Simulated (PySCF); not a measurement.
ClFH₂O₂Sn, SMILES [OH][Sn]([OH])([F])[Cl].

Geometry optimised at PBE-D3(BJ)/def2-SVP. The structure was generated by enumeration; whether it is a known compound was not checked. The def2 effective core potentials stand for the cores of Sn; spin–orbit coupling is left out. One conformer was computed; it need not be the lowest.

Computed with PBE-D3(BJ)/def2-SVP (PySCF).

Frequencies are harmonic and unscaled.

Computed harmonic wavenumbers and intensities:
| mode | ν (cm⁻¹) | IR (km/mol) | moving atoms (share of kinetic energy) |
|---|---|---|---|
| 1 | 80 | 54.2 | H 40 %, O 34 %, F 17 %, Cl 9 % |
| 2 | 93 | 10.7 | H 66 %, O 14 %, F 13 % |
| 3 | 127 | 5.1 | O 44 %, Cl 19 %, H 18 %, F 12 % |
| 4 | 142 | 13.7 | O 28 %, Cl 22 %, Sn 21 %, H 15 %, F 14 % |
| 5 | 162 | 30.1 | O 42 %, F 32 %, Sn 18 % |
| 6 | 171 | 31.3 | O 46 %, F 22 %, Sn 15 %, H 13 % |
| 7 | 209 | 108.0 | H 53 %, O 32 %, F 13 % |
| 8 | 376 | 42.3 | Cl 77 %, Sn 20 % |
| 9 | 592 | 32.8 | O 68 %, F 25 % |
| 10 | 617 | 62.7 | F 43 %, O 40 %, Sn 16 % |
| 11 | 627 | 63.2 | O 64 %, F 18 %, Sn 16 % |
| 12 | 874 | 59.4 | H 93 % |
| 13 | 894 | 73.3 | H 93 % |
| 14 | 3683 | 91.6 | H 94 % |
| 15 | 3686 | 71.4 | H 94 % |
